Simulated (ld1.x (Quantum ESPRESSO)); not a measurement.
## phosphorus, RRKJ: configuration errors across variants

```
Element                 : phosphorus
Generator               : ld1.x (Quantum ESPRESSO) 7.5
Type                    : norm-conserving RRKJ (Kleinman–Bylander form)
Functional              : BLYP
Relativity              : non-relativistic
Frozen core             : [Ne]
Valence charge          : 5
Reference configuration : 3s2 3p2.5 (charge +0.5)
Partial waves           : 3s (bound): rc 1.30 bohr; 3p (bound): rc 1.75 bohr; 3d channel at 0.45 Ry: rc 1.75 bohr
Local potential         : the d channel
Core correction         : Bessel-smoothed model core inside 1.15 bohr
rho0                    : 0.005
```

All-electron excitation energies from the reference (eV): (1) 3s2 3p3 -3.704; (2) 3s2 3p2 5.884; (3) 3s2 3p1 24.908; (4) 3s0 3p5 13.371; (5) 3s2 3p3.3 -4.970; (6) 3s1 3p4 4.762; (7) 3s1 3p0 106.534.

4 further variants failed, have other tests or another functional or relativity, and are left out.

Errors AE − PS in meV (a dash: test not solved or not reliable):

```csv
change,(1),(2),(3),(4),(5),(6),(7),bound ghosts
base,+0.7,+1.5,+23,-14,+1.4,-3.5,+249,none
wave 3p (bound): rc 1.75 bohr becomes 3p (bound): rc 1.10 bohr,+0.9,+1.5,+18,+6.4,+1.9,+1.3,+139,none
core correction Bessel-smoothed model core inside 1.50 bohr,+0.8,+1.8,+30,-10,+1.6,-2.7,+412,none
wave 3d channel at 0.45 Ry: rc 1.75 bohr becomes 3d channel at -0.02 Ry: rc 1.75 bohr,+0.7,+1.5,+24,-14,+1.4,-3.5,+250,none
wave 3d channel at 0.45 Ry: rc 1.75 bohr becomes 3d channel at 0.45 Ry: rc 2.28 bohr,+0.2,+0.8,+17,-14,+0.2,-3.6,+228,none
wave 3s (bound): rc 1.30 bohr becomes 3s (bound): rc 1.50 bohr,+0.7,+1.4,+21,-7.0,+1.3,-1.8,+236,none
```

Question: Give the same row for: local potential all-electron potential smoothed inside 1.05 bohr (lloc = -1).

Answer: +1.0, +2.1, +32, -14, +2.0, -3.5, +337; bound ghosts: none.
